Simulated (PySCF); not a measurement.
An unknown is described by computed data only.

Formula: C5H6OS.

- 13C NMR: chemical shifts (computed TMS as zero) by class: 139.6 (1 C), 129.8 (1 C), 124.3 (1 C), 108.0 (1 C), 19.6 (1 C) ppm [GIAO KT3/pcSseg-2]
- 1H NMR: chemical shifts (computed TMS as zero) by class: 7.45 (1 H), 6.95 (1 H), 6.34 (1 H), 2.36 (3 H) ppm [GIAO KT3/pcSseg-2]
- Dipole: 0.92 D [wB97X-D/def2-SVPD]
- UV, strongest line: among the 10 lowest singlet transitions: S6 at 6.77 eV (183 nm, f = 0.360) [TDDFT wB97X-D/def2-SVPD]
- NMR, other nuclei: isotropic shieldings of nuclei other than C and H, by class: 37 (1 O), 517 (1 S) ppm [GIAO KT3/pcSseg-2]
- Rotational structure: rotational constants A, B, C: 5.871, 1.504, 1.206 GHz [PBE0-D3(BJ)/def2-SVP]
- Triplet: lowest triplet excitation (Tamm–Dancoff): 4.00 eV [TDA wB97X-D/def2-SVPD]
- Valence photoelectron: vertical ionisation energy: 8.05 eV [ΔSCF wB97X-D/def2-SVPD]
- UV, first state: lowest singlet excitation: 5.36 eV (231 nm, f = 0.000) [TDDFT wB97X-D/def2-SVPD]

Electronic properties: PySCF, gas phase, density fitting. Levels stand in brackets. One conformer (not necessarily the lowest) at the PBE0-D3(BJ)/def2-SVP geometry, without solvent, vibrations or thermal averaging. NMR values are class means; diastereotopic atoms form classes of their own.

Question: Propose a structure and show how it fits.

Answer: Numbering: `[CH3:1][S:2][c:3]1[cH:4][cH:5][o:6][cH:7]1`. Its formula, C5H6OS, gives 3 degrees of unsaturation: 1 ring and 2 π bonds in the structure found (Kekulé form). 5 carbons fall into 5 classes; from least to most shielded: aromatic CH next to a ring oxygen [C5] (139.6 ppm), aromatic CH next to a ring oxygen [C7] (129.8 ppm), substituted aromatic carbon [C3] (124.3 ppm), aromatic CH carbon [C4] (108.0 ppm), S-methyl carbon [C1] (19.6 ppm). Hydrogen classes from least to most shielded: 1 H on an aromatic CH next to a ring oxygen, C5 (7.45 ppm), 1 H on an aromatic CH next to a ring oxygen, C7 (6.95 ppm), 1 H on an aromatic CH carbon, C4 (6.34 ppm), 3 H on an S-methyl carbon, C1 (2.36 ppm). The other shieldings belong to: 37 ppm, furan-type oxygen [O6]; 517 ppm, sulfide sulfur [S2]. The first electron is taken from the HOMO, whose largest Löwdin shares are 0.41 on the sulfide sulfur, 0.19 on an aromatic CH next to a ring oxygen, 0.15 on the substituted aromatic carbon and 0.07 on the furan-type oxygen. The optimised geometry has point group Cs and is an asymmetric top. Structure: `c1occ(SC)c1`. Computed isomers that give other values at the same levels: `COc1cccs1` (rotational constant A: 4.867 GHz; this holds for the one conformer computed); `CSc1ccco1` (smallest rotational constant: 1.273 GHz; this holds for the one conformer computed); `SCc1ccco1` (vertical ionisation energy: 8.53 eV). The assignments are read from this structure; whether some other isomer fits the data as well wasn't checked.

Conformer computed: `[CH3:1][S:2][c:3]1[cH:4][cH:5][o:6][cH:7]1`: C1–S2–C3–C4 180°.
